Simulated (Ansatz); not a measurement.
Start from `O[SiH](O)[SiH3]` and change one atom or group to get `O[SiH2]O`.

Ansatz, PBE0-D4/def2-TZVP geometries, multiplicity 1. Each molecule was computed in one conformer, which needn't be the lowest.

```csv
property,`O[SiH](O)[SiH3]`
size of the dipole moment (ωB97M-V/def2-TZVPP) / D,1.15
HOMO–LUMO gap (ωB97M-V/def2-TZVPP) / eV,11.50
HOMO–LUMO gap (B3LYP/def2-TZVPP) / eV,7.36
LUMO energy (ωB97M-V/def2-TZVPP) / eV,1.51
"ideal-gas entropy at 298 K and 1 bar (rigid rotor, harmonic PBE0-D4/def2-TZVP) / J/(mol·K)",346
HOMO–LUMO gap (PBE0/def2-TZVPP) / eV,7.77
```

(1) What does the change do to each property? (Best estimate.)

## Answers

(1) The calculation gave: 
```json
{"property": "size of the dipole moment (ωB97M-V/def2-TZVPP) / D", "`O[SiH2]O`": "1.06", "shift": "-0.09"}
{"property": "HOMO–LUMO gap (ωB97M-V/def2-TZVPP) / eV", "`O[SiH2]O`": "13.21", "shift": "1.71"}
{"property": "HOMO–LUMO gap (B3LYP/def2-TZVPP) / eV", "`O[SiH2]O`": "8.85", "shift": "1.49"}
{"property": "LUMO energy (ωB97M-V/def2-TZVPP) / eV", "`O[SiH2]O`": "2.01", "shift": "0.50"}
{"property": "ideal-gas entropy at 298 K and 1 bar (rigid rotor, harmonic PBE0-D4/def2-TZVP) / J/(mol·K)", "`O[SiH2]O`": "277", "shift": "-69"}
{"property": "HOMO–LUMO gap (PBE0/def2-TZVPP) / eV", "`O[SiH2]O`": "9.39", "shift": "1.62"}
```

With PBE0 the HOMO falls by 0.98 eV and the LUMO rises by 0.64 eV, so the gap widens by about 1.62 eV. PBE moves the HOMO by -0.68 eV and ωB97M-V by -1.21 eV. The zero-point energy changes by -43.4 kJ/mol with -9 modes. Dipoles are sizes alone; their direction can turn.

B3LYP here is the variant with VWN-RPA as its local correlation; programs differ in this.
